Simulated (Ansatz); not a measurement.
A series at Ge: from `C=[CH][Ge]([Cl])([Cl])[Cl]`, ligands are replaced one by one, each step taking up H₂ and setting free HCl; n counts the steps. Ansatz, PBE0-D4/def2-TZVP geometries. Each molecule was computed in one conformer, which needn't be the lowest.

```
n                      molecule  HOMO energy, ωB97M-V/def2-TZVPP (eV)
0  `C=[CH][Ge]([Cl])([Cl])[Cl]`                                     ?
1       `C=[CH][GeH]([Cl])[Cl]`                                -10.88
2            `C=[CH][GeH2][Cl]`                                -10.46
3                `C=[CH][GeH3]`                                -10.17
```

Question: By hand: fit a straight line y = ȳ + b (n − n̄) to the 3 given rows and predict n = 0.

Answer: n̄ = 2.000, ȳ = -10.503; Σ(n − n̄)(y − ȳ) = 0.710, Σ(n − n̄)² = 2.000, so b = 0.355 eV a step. Prediction: -10.503 + (0.355) × (-2.000) = -11.21 eV.

Question: By hand: compare with the computed value, -11.14 eV, and give the steps along the whole series.

Answer: The line misses by 0.07 eV (computed minus predicted). Steps: 0.26, 0.42, 0.29 eV.

The steps differ by up to 0.16 eV without a steady trend. The highest orbital can change its character along such a series. The miss is 7.2 % of the series' range.
